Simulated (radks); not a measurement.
Results of a calculation; reference values are marked as such.
Question: These are the eigenvalues of the occupied orbitals of an atom or ion with whole-number occupations (eV). Code: a radial shooting solver on a logarithmic mesh with Libxc functionals. Model: scalar-relativistic Kohn-Sham, PBEsol, spin-polarised, spherical densities, point nucleus.

| orbital | eigenvalue |
|---|---|
| 1s up | -53647.17 |
| 1s down | -53647.16 |
| 2s up | -8938.870 |
| 2s down | -8938.817 |
| 2p up | -7932.587 |
| 2p down | -7932.548 |
| 3s up | -1994.908 |
| 3s down | -1993.326 |
| 3p up | -1686.055 |
| 3p down | -1684.480 |
| 3d up | -1288.700 |
| 3d down | -1287.487 |
| 4s up | -400.7078 |
| 4s down | -397.2777 |
| 4p up | -299.0291 |
| 4p down | -295.6360 |
| 4d up | -160.6366 |
| 4d down | -157.2882 |
| 5s up | -56.1783 |
| 5s down | -54.4050 |
| 5p up | -32.4097 |
| 5p down | -31.0432 |
| 4f up | -10.7674 |
| 6s up | -9.2688 |
| 4f down | -7.8340 |

Which element is it, and in what charge state? The configuration may be excited. Open shells, if any, are filled with parallel spins first.

Answer: Z = 66, dysprosium, charge +1: Dy+ in [Xe] 4f10 6s1. The list shows which subshells hold electrons but not how many an open one holds; the 1s level, -1971.5 hartree, gives Z - s = 62.8 by -(Z - s)^2/2, which with screening and relativity narrows Z to a few neighbours, and the depths of the outer levels then fix element, charge and occupations together.
